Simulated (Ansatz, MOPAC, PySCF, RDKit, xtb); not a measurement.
Torsion H3–O1–O2–H4 in H2O2 (SMILES OO); at each angle all else is relaxed with GFN2-xTB, and the levels are single points there.
Geometry at 120° (charge 0, multiplicity 1):
```xyz
4

O     -0.65195     0.38714     0.27344
O      0.64926     0.37962    -0.27611
H     -1.08382    -0.37203    -0.14313
H      0.71893     1.23745    -0.71844
```

```
level                          energy at 0° less that at 120° (meV)  minus CCSD(T)/CBS(cc-pVTZ, cc-pVQZ)  cost
-----------------------------  ------------------------------------  -----------------------------------  ----
MMFF94                                                        382.2                                 84.4     -
UFF                                                           288.2                                 -9.6     -
GFN-FF                                                        315.4                                 17.6     -
PM3                                                           245.5                                -52.3     -
PM7                                                           267.3                                -30.5     -
GFN2-xTB                                                      323.8                                 26.0     -
HF/STO-3G                                                     406.5                                108.7     -
HF/3-21G                                                      464.6                                166.8     -
HF/cc-pVDZ                                                    334.3                                 36.5     -
HF/cc-pVTZ                                                    314.4                                 16.6     -
HF/cc-pVQZ                                                    310.4                                 12.6     -
PBE/def2-TZVPP                                                304.9                                  7.1    ×1
PBE-D3(BJ)/def2-TZVPP                                         304.6                                  6.8    ×1
BLYP/def2-TZVPP                                               297.9                                  0.1  ×0.9
BLYP-D3(BJ)/def2-TZVPP                                        297.2                                 -0.6  ×0.9
BLYP-D4/def2-TZVPP                                            297.3                                 -0.5  ×0.9
BP86/6-31G*                                                   372.2                                 74.4     -
r2SCAN/def2-TZVPP                                             306.8                                  9.0    ×2
r2SCAN-D3(BJ)/def2-TZVPP                                      306.7                                  8.9    ×2
r2SCAN-D4/def2-TZVPP                                          306.7                                  8.9    ×2
B3LYP/3-21G                                                   453.3                                155.5     -
B3LYP/6-31G*                                                  370.2                                 72.4     -
B3LYP/def2-TZVPP                                              304.9                                  7.1    ×1
B3LYP-D3(BJ)/def2-TZVPP                                       304.4                                  6.6    ×1
PBE0-D3(BJ)/def2-TZVPP                                        310.9                                 13.1    ×1
M06-2X/6-31G*                                                 377.0                                 79.2     -
M06-2X/def2-TZVPP                                             304.9                                  7.1     -
wB97X-V/def2-TZVPP                                            309.9                                 12.1    ×2
wB97M-V/def2-TZVPP                                            305.4                                  7.6    ×3
MP2/cc-pVDZ                                                   334.0                                 36.2     -
MP2/cc-pVQZ                                                   303.2                                  5.4     -
MP2/CBS(cc-pVTZ, cc-pVQZ)                                     302.2                                  4.4     -
SCS-MP2/cc-pVDZ                                               331.2                                 33.3     -
SCS-MP2/cc-pVTZ                                               306.5                                  8.7     -
SCS-MP2/cc-pVQZ                                               301.8                                  4.0     -
CCSD/cc-pVTZ                                                  308.3                                 10.5     -
CCSD/cc-pVQZ                                                  304.0                                  6.2     -
CCSD(T)/cc-pVDZ                                               326.4                                 28.6    ×1
CCSD(T)/cc-pVQZ                                               298.5                                  0.7   ×50
CCSD(T)/CBS(cc-pVTZ, cc-pVQZ)                                 297.8                                  0.0   ×60
```

 The comparison column counts from a level with limits of its own.

The rows run from 245.5 (PM3) to 464.6 meV (HF/3-21G). In cc-pVQZ the value moves HF 310.4, MP2 303.2, CCSD 304.0, CCSD(T) 298.5, a shift of -11.9 from HF to CCSD(T). From cc-pVDZ to cc-pVQZ CCSD(T) changes by -27.9. The dispersion term adds -0.3 in PBE-D3(BJ), -0.6 in BLYP-D3(BJ), -0.5 in BLYP-D4. The 7 functionals in def2-TZVPP without D3 or D4 span 12.0, from BLYP to wB97X-V.

On the grid 0° to 180°, 0° is the highest and 120° the lowest point at CCSD(T)/CBS(cc-pVTZ, cc-pVQZ).

Correlated levels freeze the cores. CBS(a, b) extrapolates the correlation energy as X⁻³ and adds the Hartree–Fock energy of set b. Rows in 3-21G, 6-31G*, STO-3G carry no dispersion term and start afresh at each structure (6-31G* with six Cartesian d functions). The state that PM3, PM7 reach isn't checked; PM7 holds dispersion and hydrogen-bond terms.

The values were computed with Ansatz (Gaussian basis) for Hartree–Fock, density functionals and correlated methods; MOPAC for PM3, PM7 (differences of heats of formation); PySCF for 3-21G rows, 6-31G* rows, M06-2X, STO-3G rows, the dispersion terms; RDKit for the force fields; xtb for the GFN methods. Each number belongs to the level named beside it.

Costs are rough ratios of core time to PBE/def2-TZVPP (about 0.6 s over the structures, on one shared machine); a dash marks a level with no comparable run of its own. 

Measured: trans barrier 386 cm-1 [far-infrared spectrum, 1965]; cis barrier 2460 cm-1 [far-infrared spectrum, 1965].

Ansatz is a first-principles code.
